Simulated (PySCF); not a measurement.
CH5F2NSi, SMILES C[Si](N)(F)F.

Geometry: PBE0-D3(BJ)/def2-SVP. The structure was generated by enumeration, and PubChem lists no compound with its InChIKey, so it may never have been made. One conformer was computed; it need not be the lowest.

Method: TDDFT-LC-ωPBE/def2-SVPD run with PySCF 2.14.0.

Vertical excitations. Isolated molecule, no solvent.

Q: Give excitation energies, oscillator strengths and character. (An estimate is asked for; the answer gives what the named calculation found.)

A: 
| state | energy (eV) | λ (nm) | f | main pairs |
|---|---|---|---|---|
| S1 | 7.70 | 161 | 0.051 | HOMO→LUMO 74 %, HOMO→LUMO+1 16 % |
| S2 | 8.98 | 138 | 0.001 | HOMO→LUMO+3 64 % |
| S3 | 9.50 | 131 | 0.002 | HOMO→LUMO+2 34 %, HOMO→LUMO+1 22 %, HOMO→LUMO+4 21 %, HOMO→LUMO+7 9 % |
| S4 | 9.78 | 127 | 0.109 | HOMO−1→LUMO 63 %, HOMO→LUMO+2 11 % |
| S5 | 9.90 | 125 | 0.053 | HOMO→LUMO+1 23 %, HOMO−1→LUMO 22 %, HOMO→LUMO+2 20 %, HOMO→LUMO 12 % |
| S6 | 10.39 | 119 | 0.087 | HOMO→LUMO+4 38 %, HOMO→LUMO+8 26 %, HOMO→LUMO+1 8 % |
| S7 | 10.67 | 116 | 0.067 | HOMO−1→LUMO+3 26 %, HOMO−1→LUMO+2 23 %, HOMO−1→LUMO+4 20 %, HOMO−1→LUMO+7 8 % |
| S8 | 10.99 | 113 | 0.025 | HOMO→LUMO+9 44 %, HOMO→LUMO+8 13 %, HOMO→LUMO+6 7 % |
| S9 | 11.09 | 112 | 0.014 | HOMO→LUMO+5 30 %, HOMO−1→LUMO+1 12 %, HOMO→LUMO+6 9 % |
| S10 | 11.12 | 112 | 0.019 | HOMO−2→LUMO 28 %, HOMO−1→LUMO+2 16 %, HOMO−1→LUMO+4 11 % |
| T1 | 7.21 | 172 | 0 | HOMO→LUMO 68 %, HOMO→LUMO+1 17 % |
| T2 | 8.68 | 143 | 0 | HOMO→LUMO+3 64 %, HOMO→LUMO+6 10 % |
| T3 | 9.14 | 136 | 0 | HOMO→LUMO+4 57 %, HOMO→LUMO+8 15 % |
| T4 | 9.41 | 132 | 0 | HOMO−1→LUMO 61 % |
Triplets are in the Tamm–Dancoff approximation, which puts them higher than full response would, so one can lie above its singlet here.
Roots above 10.7 eV, the ΔSCF ionisation energy, lie in the ionisation continuum and depend on the basis.
